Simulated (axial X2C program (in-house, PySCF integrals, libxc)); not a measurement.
# AsH⁺: properties at the nuclei

Computed with an in-house all-electron X2C program for linear molecules (integrals from PySCF): two-component X2C with atomic mean-field Coulomb and Gaunt terms, Gaussian nuclei, basis As dyall-cv3z, H dyall-v3z with contracted cores.

R = 1.534 Å (near the PBE0 minimum at charge 1 of the determinant lowest at the starting distance; the state shown can have its own minimum elsewhere).

Input and command:
```json
{"zs": [33, 1], "q": 1, "bas": ["dyall-cv3z", "dyall-v3z"], "r0": 1.53, "levels": ["PBE0", "HF", "r2SCAN", "TPSSh", "B3LYP"], "nst": 3}
```
```bash
python soeom.py task.json out
```

Keys: zs atomic numbers; q charge; bas basis sets; r0 starting distance in Å; levels methods; nst determinants followed.

Determinant lowest in the PBE0 search, Ω = 1/2 (⟨Sz⟩ = -0.50, ⟨Lz⟩ = 1.00 at PBE0), spin on the atoms As -0.52, H 0.02:

| level | Eeff magnitude (GV/cm) | Ws magnitude As (kHz) | A∥/gI As (MHz) | qzz As (a.u.) | A∥/gI H (MHz) | qzz H (a.u.) |
| --- | --- | --- | --- | --- | --- | --- |
| PBE0 | 0.0433 | 0.0275 | 2410 | -5.90 | 16.3 | 0.12 |
| HF | 0.204 | 0.16 | 2100 | -5.75 | 18.9 | 0.12 |
| r2SCAN | 0.206 | 0.165 | 2590 | -6.00 | 16.9 | 0.12 |
| TPSSh | 0.0994 | 0.0798 | 2390 | -5.82 | 14.8 | 0.12 |
| B3LYP | 0.0439 | 0.0465 | 2390 | -5.88 | 14.7 | 0.12 |

Determinant 0.20 eV from it at PBE0 and this distance, Ω = 3/2 (⟨Sz⟩ = 0.50, ⟨Lz⟩ = 1.00 at PBE0), spin on the atoms As 0.52, H -0.02:

```
 level  Eeff magnitude (GV/cm)  Ws magnitude As (kHz)  A∥/gI As (MHz)  qzz As (a.u.)  A∥/gI H (MHz)  qzz H (a.u.)
  PBE0                    0.57                  0.157             433          -6.11           0.35          0.12
    HF                    2.45                   0.69             432          -5.87          0.442          0.12
r2SCAN                   0.649                   0.18             374          -6.21          0.175          0.12
 TPSSh                   0.552                  0.154             449          -6.04          0.792          0.12
 B3LYP                   0.439                   0.12             463          -6.10           0.82          0.12
```

Eeff is the effective electric field on the electron electric dipole moment in this Ω state and Ws the scalar–pseudoscalar constant of the nucleus named (defined with the proton number Z and per Ω); A∥ (defined per Ω) follows by multiplying with gI = μI/(I μN); qzz is the electric field gradient, eQq0 = 234.96 MHz × Q/barn × qzz. The operators were transformed with the bare-nucleus X2C matrices; with these basis sets, hyperfine constants and field gradients can be off by tens of per cent, and where levels differ in sign neither size nor sign is settled.

Q: With gI(75As) = 0.9597, Q(75As) = 0.311 barn, gI(1H) = 5.5857 (g factors from the IAEA table of nuclear moments by Stone; Q from Pyykkö, Mol. Phys. 2018), turn the PBE0 values of the first state into constants in MHz.

A: A∥(75As) = 2410 × 0.9597 = 2310 MHz; eQq0(75As) = 234.96 × (0.311) × (-5.90) = -431 MHz; A∥(1H) = 16.3 × 5.5857 = 91 MHz.

Each state is one determinant with collinear spin. Unrestricted Hartree–Fock can overshoot spin polarisation at the nuclei. In the state Ω = 1/2 the sign of Eeff differs between levels (B3LYP against PBE0). Where Eeff spreads by more than a factor of two the levels disagree and none is to be relied on. The search compared states at one distance, so a state with another bond length can lie lower. The sign of Ws at As differs between levels in the first state. PBE0 term energies can be off by some tenths of an eV.
